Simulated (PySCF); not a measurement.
Löwdin shares of the frontier orbitals

Compound: C₁₁H₁₆.
Structure used (PBE0-D3(BJ)/def2-SVP), in Å, numbered top down from 1:
```
atom  x, y, z in Å
C1     3.4128   -1.5758   -0.1011
C2     2.3338   -0.5472    0.1935
C3     1.2637   -0.4712   -0.8973
C4     0.1940    0.5478   -0.6019
C5     0.3598    1.8625   -1.0544
C6    -0.5715    2.8570   -0.7699
C7    -1.6989    2.5442   -0.0142
C8    -1.8744    1.2416    0.4437
C9    -0.9440    0.2326    0.1668
C10   -1.2202   -1.1700    0.6479
C11   -1.9800   -2.0073   -0.3784
H12    2.9878   -2.5895   -0.1816
H13    3.9238   -1.3582   -1.0528
H14    4.1780   -1.5981    0.6898
H15    1.8505   -0.7733    1.1596
H16    2.7843    0.4523    0.3173
H17    0.8211   -1.4700   -1.0415
H18    1.7494   -0.2171   -1.8543
H19    1.2451    2.1061   -1.6496
H20   -0.4172    3.8740   -1.1387
H21   -2.4400    3.3123    0.2194
H22   -2.7581    0.9932    1.0392
H23   -1.8085   -1.1158    1.5782
H24   -0.2806   -1.6770    0.9168
H25   -2.1722   -3.0242   -0.0026
H26   -2.9486   -1.5444   -0.6214
H27   -1.4164   -2.0950   -1.3202
```

Theory: TDDFT B3LYP/def2-SVPD, vertical, gas phase, core orbitals frozen in the response in PySCF.

Kohn–Sham orbitals with the atoms that hold most of them (Löwdin shares over 4%, at most four atoms; ? is withheld):

```tsv
orbital	ε (eV)	atoms
HOMO-3	-8.85	C2 12%, C3 10%, C4 8%, C9 8%
HOMO-2	-8.80	C3 11%, C10 10%, C4 9%, C9 8%
HOMO-1	-6.80	C8 24%, C5 24%, C6 11%, C7 11%
HOMO	-6.57	?
LUMO	-0.32	C8 18%, C5 18%, C6 16%, C9 16%
LUMO+1	-0.31	C4 20%, C7 20%, C6 11%, C9 10%
LUMO+2	0.48	C1 14%, C11 7%, C2 7%, H12 6%
```

Q: Give the leading atoms of the HOMO.

A: C4 (bonded to 3 C) 19%; C9 (bonded to 3 C) 19%; C7 (bonded to 2 C and H) 17%; C6 (bonded to 2 C and H) 17%.

Q: The HOMO–LUMO gap is 6.26 eV. Where does the response calculation put the lowest singlet, and from which orbitals?

A: S1 is at 5.21 eV (f = 0.0021), 1.05 eV below the gap, made of HOMO→LUMO (49%), HOMO-1→LUMO+1 (35%), HOMO→LUMO+1 (9%). 

Next come S2 at 5.77 eV (f 0.035), HOMO→LUMO+1 (57%), HOMO-1→LUMO (26%), HOMO→LUMO (11%); S3 at 6.29 eV (f 0.058), HOMO→LUMO+2 (67%), HOMO-1→LUMO (17%); S4 at 6.43 eV (f 0.272), HOMO-1→LUMO+2 (42%), HOMO-1→LUMO+1 (25%), HOMO→LUMO (13%); S5 at 6.57 eV (f 0.152), HOMO→LUMO+4 (29%), HOMO→LUMO+3 (28%), HOMO-1→LUMO (17%).

Löwdin shares depend on the basis, the more so with diffuse functions.

One conformer stands for the species.
